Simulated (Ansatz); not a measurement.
```yaml
crystal:
  periodic: [false, false, false]
  atoms:
    - {symbol: Cl, position_ang: [-2.005227, -6.654119, -3.017572]}
    - {symbol: Sn, position_ang: [0.369656, -3.057340, -3.704964]}
    - {symbol: Cl, position_ang: [4.523215, -4.226477, -4.360915]}
    - {symbol: Cl, position_ang: [-1.021449, -1.414631, -7.500314]}
    - {symbol: C, position_ang: [0.064590, -0.543336, -0.640708]}
    - {symbol: C, position_ang: [2.060867, 1.068700, -0.075335]}
    - {symbol: C, position_ang: [1.844256, 2.735926, 1.935210]}
    - {symbol: C, position_ang: [-0.350112, 2.786732, 3.367994]}
    - {symbol: C, position_ang: [-2.334930, 1.170489, 2.803306]}
    - {symbol: C, position_ang: [-2.134752, -0.502903, 0.796164]}
    - {symbol: H, position_ang: [3.788953, 1.025658, -1.176918]}
    - {symbol: H, position_ang: [3.397084, 3.993525, 2.384264]}
    - {symbol: H, position_ang: [-0.512110, 4.090584, 4.939322]}
    - {symbol: H, position_ang: [-4.044792, 1.205943, 3.930068]}
    - {symbol: H, position_ang: [-3.686447, -1.774565, 0.375768]}
basis:
  gaussian: {orbitals: x2c-TZVPPall, point_charges: [{charge: 1.00, position_ang: [6.712, -0.125, 0.375]}]}
hamiltonian: {xc: {name: wB97}}
scf: {lower_state_search: off}
output: {forces: true}
```

```sh
$ ansatz run in.yaml --threads 4 --pin off --events-out ev --progress --plain --max-ram 46080MiB --backend cuda --devices 0, --max-vram 37GiB
```

It prints (some lines left out):

```
Functional definition: wB97
2834 factors; their error is unknown
677 factors; integrals over basis functions are off by at most 2.7e-4 eV
mean field evaluation 1: about -211992.3458 eV, gradient 6.6e1 eV
mean field evaluation 2: about -210788.9704 eV, gradient 3.7e2 eV
mean field evaluation 4: about -211374.4293 eV, gradient 2.5e2 eV
mean field evaluation 8: about -212012.5314 eV, gradient 2.0e1 eV
mean field evaluation 16: about -212016.5824 eV, gradient 6.9e-2 eV
mean field -212016.54416817 eV, -7791.4642882050 hartree, gradient 3.1e-6 eV, S^2 0.000000; 0 other end points of the search recorded, 0 dependent functions left out
reference -212016.54414353 eV, -7791.4642872996 hartree; 71, 71 occupied and 371, 371 virtual orbitals, 2834 factors
Total energy: -212016.54414353 eV, -7791.4642872996 hartree
Relativity: scalar
Atom 0 at    -2.005227    -6.654119    -3.017572 Å, force     0.666959     1.072843    -0.101538 eV/Å
Atom 1 at     0.369656    -3.057340    -3.704964 Å, force     0.017473    -0.725337    -0.923260 eV/Å
Atom 2 at     4.523215    -4.226477    -4.360915 Å, force    -1.111049     0.486131     0.386660 eV/Å
Atom 3 at    -1.021449    -1.414631    -7.500314 Å, force     0.397738    -0.398936     1.144439 eV/Å
Atom 4 at     0.064590    -0.543336    -0.640708 Å, force    -0.177125     0.242629     0.385718 eV/Å
Atom 5 at     2.060867     1.068700    -0.075335 Å, force     1.308290    -0.200915    -1.035220 eV/Å
Atom 6 at     1.844256     2.735926     1.935210 Å, force     1.614120     1.597128     0.795884 eV/Å
Atom 7 at    -0.350112     2.786732     3.367994 Å, force    -0.215308     1.600607     1.939046 eV/Å
Atom 8 at    -2.334930     1.170489     2.803306 Å, force    -1.944638     0.305226     1.575744 eV/Å
Atom 9 at    -2.134752    -0.502903     0.796164 Å, force    -1.256932    -1.322961    -0.655698 eV/Å
Atom 10 at     3.788953     1.025658    -1.176918 Å, force    -2.807037    -0.152834     1.691162 eV/Å
Atom 11 at     3.397084     3.993525     2.384264 Å, force    -2.758721    -2.182812    -0.739923 eV/Å
Atom 12 at    -0.512110     4.090584     4.939322 Å, force     0.287750    -2.346808    -2.834971 eV/Å
Atom 13 at    -4.044792     1.205943     3.930068 Å, force     3.089821    -0.018941    -1.989667 eV/Å
Atom 14 at    -3.686447    -1.774565     0.375768 Å, force     2.845223     2.119010     0.532974 eV/Å
Dipole moment:    -2.172073     4.161012     5.450933 e Å
Checks for a lower state left out: stability, starts, cluster_reference, orbital_swaps, neighbouring_geometries, increment
```

(1) Something in this input is off. What?

## Answers

(1) The coordinates are in bohr but typed as ångström. Self-consistency was reached. The result belongs to that input, not to the molecule as meant.
